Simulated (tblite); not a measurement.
Compound: C₇H₁₃OPS.
Cartesian coordinates in Å at the GFN2-xTB level; atoms count from 1:
```
atom  x, y, z in Å
C1     3.779    0.170    0.333
S2     3.527   -0.664   -1.251
C3     1.730   -0.491   -1.359
P4     0.958   -1.069    0.205
O5     1.389   -2.378    0.708
C6     0.320    0.285    1.200
C7    -0.648   -0.304    0.474
C8    -2.106   -0.244    0.244
C9    -2.365    0.170   -1.208
C10   -2.768    0.718    1.229
H11    3.445    1.202    0.263
H12    3.228   -0.370    1.104
H13    4.843    0.135    0.544
H14    1.446    0.541   -1.562
H15    1.402   -1.143   -2.171
H16    0.406    1.036    1.960
H17   -2.512   -1.252    0.393
H18   -1.971    1.167   -1.390
H19   -1.881   -0.526   -1.891
H20   -3.432    0.175   -1.414
H21   -3.843    0.741    1.068
H22   -2.578    0.403    2.252
H23   -2.376    1.724    1.097
```

Calculated harmonic vibrations of the isolated species, GFN2-xTB (tblite), most abundant isotopes, no scaling. The method is semi-empirical: single wavenumbers can be off by several per cent or more. One conformer, not necessarily the lowest.

Harmonic wavenumbers (cm⁻¹): 26.1, 53.6, 59.7, 100.3, 134.8, 146.6, 187.6, 201.3, 211.6, 225.0, 231.7, 266.2, 275.1, 323.4, 372.7, 422.3, 520.3, 655.8, 666.7, 715.9, 730.1, 744.5, 752.5, 792.0, 903.2, 937.5, 946.1, 951.2, 974.5, 983.6, 1037.0, 1054.8, 1093.1, 1123.8, 1139.3, 1175.8, 1277.6, 1279.9, 1306.5, 1314.3, 1371.3, 1400.0, 1413.2, 1427.5, 1442.5, 1489.9, 1492.0, 1498.8, 1502.1, 1663.7, 2910.9, 2963.7, 2966.2, 2969.7, 3012.5, 3027.6, 3032.0, 3037.2, 3038.8, 3044.2, 3044.5, 3060.1, 3110.7.

A = 2049, B = 492.5, C = 473.5 MHz; mass 176.042 u (most abundant isotopes); point group C1, symmetry number 1.

Question: Zero-point energy?

Answer: Half the sum of the wavenumbers: 40117 cm⁻¹ = 114.70 kcal/mol.

Question: What is S at 298.15 K and 1 bar for an ideal gas of classical rigid rotors and harmonic oscillators?

Answer: Translation 41.43, rotation 30.89, vibration 44.83: S = 117.1 cal/(mol K).

Question: And Cp and H(298.15 K) − H(0)?

Answer: Cp = 49.29 cal/(mol K), of which vibrations give 41.34 (their classical limit is 63 R = 125.2); H(298.15 K) − H(0) = 9.09 kcal/mol without the zero-point energy, 6.72 from vibrations.

Question: How do the functions run with temperature in this model?

Answer: 
```csv
T (K),S (cal/(mol K)),Cp (cal/(mol K)),H − H(0) (kcal/mol),G − H(0) (kcal/mol),ln q(vib)
50,64.2,16.3,0.58,-2.63,1.18
100,78.3,25.3,1.63,-6.20,3.20
373.15,129.2,57.9,13.11,-35.08,14.02
500,148.0,70.7,21.30,-52.68,18.56
750,180.3,88.6,41.37,-93.83,26.87
1000,207.5,100.4,65.08,-142.38,34.42
```

q(vib) and H(0) count from the zero-point level.

Question: Which modes carry the vibrational entropy at 298.15 K?

Answer: 26.1 cm⁻¹: 6.11; 53.6 cm⁻¹: 4.68; 59.7 cm⁻¹: 4.47; 100.3 cm⁻¹: 3.45; 134.8 cm⁻¹: 2.88; 146.6 cm⁻¹: 2.72 cal/(mol K); the other 57 give 20.54 together.

Question: Blend soft modes into free rotors: weight 1/[1 + (100 cm⁻¹/ν̃)⁴] for the oscillator and the rest for a rotor with moment μB/(μ + B), μ = h/(8π²ν), B = 10⁻⁴⁴ kg m². What vibrational entropy results?

Answer: 40.45 cal/(mol K) in place of 44.83, which changes −T·S at 298.15 K by +1.30 kcal/mol.

Hindered rotation and anharmonicity are outside this model. Other conformers, if any are populated, would add a mixing term that is left out. The structure is chiral; the term R ln 2 for an equal mix with its mirror image is left out.
